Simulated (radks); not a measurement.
Spherical jellium clusters: N electrons in a uniform positive sphere of charge N and radius rs N^(1/3), rs = 2.39 bohr. Calculated with a radial shooting solver with Libxc functionals: non-relativistic Kohn-Sham, PBE, spin-polarised, spherical densities. Levels are named by radial order and angular momentum (1s, 1p, 1d, 2s, ...), and open shells are averaged over m. Each electron was tried in the lowest free levels, single moves between levels near the top were tried too, and the lowest total energy was kept; such a search can miss a lower state. Energies include the self-energy of the background; IP and EA are vertical (highest electron removed, lowest free level filled), at fixed background; spill-out counts the electrons outside the background radius R, and alpha is the static dipole polarisability from linear response (closed shells only). A dash means not computed or, for alpha, an open shell; in EA it means that no bound solution was reached, which is typical of self-interaction and does not show that the anion is unstable. Real open-shell clusters deform, which this model forbids.

N                         open shells  2S  E/N (eV)  E(N+1) + E(N-1) - 2E(N) (eV)  IP (eV)  EA (eV)  -e(HOMO) (eV)  spill-out (e)
1                    1s(up 1, down 0)   1    -0.499                             -        -        -          4.141           0.55
2                                none   0    -1.183                         2.316    7.610        -          4.714           0.79
3                    1p(up 1, down 0)   1    -0.639                        -1.059    4.675        -          2.429           1.20
4                    1p(up 2, down 0)   2    -0.632                        -0.917    5.841        -          3.404           1.47
5                    1p(up 3, down 0)   3    -0.811                         0.592    6.539        -          4.070           1.66
6                    1p(up 3, down 1)   2    -0.832                        -0.880    5.704        -          3.565           1.85
7                    1p(up 3, down 2)   1    -0.973                        -0.623    6.448    2.132          4.216           2.00
8                                none   0    -1.156                         2.853    6.916        -          4.674           2.13
9                    1d(up 1, down 0)   1    -0.981                        -0.510    3.918        -          2.026           2.39
10                   1d(up 2, down 0)   2    -0.893                        -0.471    4.500        -          2.577           2.60
11                   1d(up 3, down 0)   3    -0.863                        -0.423    4.955        -          3.021           2.78
12                   1d(up 4, down 0)   4    -0.874                        -0.377    5.323        -          3.390           2.94
13                   1d(up 5, down 0)   5    -0.912                         0.415    5.628        -          3.702           3.07
14  1d(up 5, down 0) 2s(up 1, down 0)   6    -0.915                         0.062    5.136        -          3.417           3.37
15  1d(up 5, down 1) 2s(up 1, down 0)   5    -0.913                        -0.514    5.183    1.704          3.405           3.49
16                   1d(up 5, down 3)   2    -0.944                        -0.393    5.563    2.024          3.756           3.45
17                   1d(up 5, down 4)   1    -0.994                        -0.281    5.826    2.292          4.023           3.55
18                               none   0    -1.054                         0.184    6.048    2.202          4.254           3.65
19                   2s(up 1, down 0)   1    -1.099                         0.365    5.807    1.980          4.106           3.86
20                               none   0    -1.120                         1.660    5.468        -          3.875           4.12
21                   1f(up 1, down 0)   1    -1.061                        -0.280    3.874        -          2.249           4.27
22                   1f(up 2, down 0)   2    -1.019                        -0.260    4.147        -          2.524           4.41
23                   1f(up 3, down 0)   3    -0.993                        -0.242    4.387        -          2.768           4.53
24                   1f(up 4, down 0)   4    -0.978                        -0.226    4.601        -          2.987           4.64
25                   1f(up 5, down 0)   5    -0.974                        -0.210    4.793    1.631          3.186           4.75
26                   1f(up 6, down 0)   6    -0.979                        -0.196    4.967    1.816          3.367           4.84
27                   1f(up 7, down 0)   7    -0.990                         0.601    5.125        -          3.533           4.93
28                   1f(up 7, down 1)   6    -0.979                        -0.229    4.486        -          2.949           5.03
29                   1f(up 7, down 2)   5    -0.977                             -    4.691    1.665          3.157           5.13

All shells are closed at N = 2, 8, 18, 20 (there: 1s2 1p6 1d10 2s2); the second difference of the energy has clear peaks (12 % above both neighbours; the first and last values, which can be the largest, are not judged, and half-filled shells can peak too) at N = 5, 8, 13, 20, 27.
